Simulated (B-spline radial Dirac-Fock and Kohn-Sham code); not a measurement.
**K⁺ in Watson spheres of different radius**

Level of theory: multi-electron Dirac-Fock with separately optimised hole states, Breit and Lamb-shift corrections added in first order; a radial atomic solver. The ion, [Ne] 3s2 3p6, sits in a hollow sphere of charge Q = -1, a simple model of the Madelung potential. Inside the sphere an electron's potential energy is raised by the constant 14.40·|Q|/R eV, so binding energies fall by about that much as long as the orbitals stay inside.

```tsv
radius (Å)	14.40 |Q|/R (eV)	1s (eV)	2s (eV)	2p1/2 (eV)	2p3/2 (eV)	3s (eV)	3p1/2 (eV)	3p3/2 (eV)
1.6	9.00	3612.3	384.3	301.3	298.5	43.46	21.87	21.60
2.7	5.33	3615.9	387.8	304.9	302.1	47.07	25.47	25.20
```

From the smallest to the largest radius 1s moves by +3.6 eV, while the constant potential alone would give +3.7 eV; the difference comes from charge outside the sphere and its screening.

Values without a named source are computed, but for edge energies of neutral atoms, which are taken from tables.
